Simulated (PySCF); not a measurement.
PySCF 2.14 output of a UHF calculation on a single atom or ion in cc-pVDZ-X2C, with the spin-free X2C one-electron Hamiltonian (Gaussian nucleus):

```
SCF conv_tol = 1e-09
number electrons alpha = 36  beta = 31
cycle= 1 E= -12611.2697597112  delta_E= -0.00957  |g|= 0.0303  |ddm|= 0.127
cycle= 2 E= -12611.2718351977  delta_E= -0.00208  |g|= 0.017  |ddm|= 0.118
cycle= 3 E= -12611.273644076  delta_E= -0.00181  |g|= 0.0153  |ddm|= 0.136
cycle= 4 E= -12611.2763605902  delta_E= -0.00272  |g|= 0.0129  |ddm|= 0.258
cycle= 5 E= -12611.2784866645  delta_E= -0.00213  |g|= 0.00668  |ddm|= 0.384
cycle= 6 E= -12611.2784180723  delta_E= 6.86e-05  |g|= 0.00509  |ddm|= 0.137
cycle= 7 E= -12611.2786388436  delta_E= -0.000221  |g|= 0.00135  |ddm|= 0.121
cycle= 8 E= -12611.2786431359  delta_E= -4.29e-06  |g|= 0.000633  |ddm|= 0.0451
cycle= 9 E= -12611.2786451207  delta_E= -1.98e-06  |g|= 0.000384  |ddm|= 0.00975
cycle= 10 E= -12611.2786459097  delta_E= -7.89e-07  |g|= 0.000275  |ddm|= 0.00504
cycle= 11 E= -12611.2786463212  delta_E= -4.11e-07  |g|= 0.000194  |ddm|= 0.00315
cycle= 12 E= -12611.2786466058  delta_E= -2.85e-07  |g|= 0.00013  |ddm|= 0.00315
cycle= 13 E= -12611.2786467629  delta_E= -1.57e-07  |g|= 4.73e-05  |ddm|= 0.0023
cycle= 14 E= -12611.2786467889  delta_E= -2.59e-08  |g|= 1.52e-05  |ddm|= 0.00149
cycle= 15 E= -12611.2786467905  delta_E= -1.64e-09  |g|= 9.12e-06  |ddm|= 0.000389
cycle= 16 E= -12611.2786467914  delta_E= -8.44e-10  |g|= 7.83e-06  |ddm|= 0.000111
converged SCF energy = -12611.2786467914  <S^2> = 9.1473799  2S+1 = 6.1310293
```

The run itself started from symmetry-adapted Hartree-Fock orbitals and held the occupation by maximum overlap, so the iterations belong to that start.

Q: Which element, charge and spin multiplicity is this?

A: Ho (holmium, neutral), multiplicity 6; the state was [Xe] 4f10 6s2 6p1, one real determinant (an excited configuration).

⟨L²⟩ = 37.35 against 56 for a pure K term, so this real determinant mixes terms. Spin-orbit coupling, absent here, splits the open shell strongly. ⟨S²⟩ = 9.15 against 8.75 shows spin contamination.
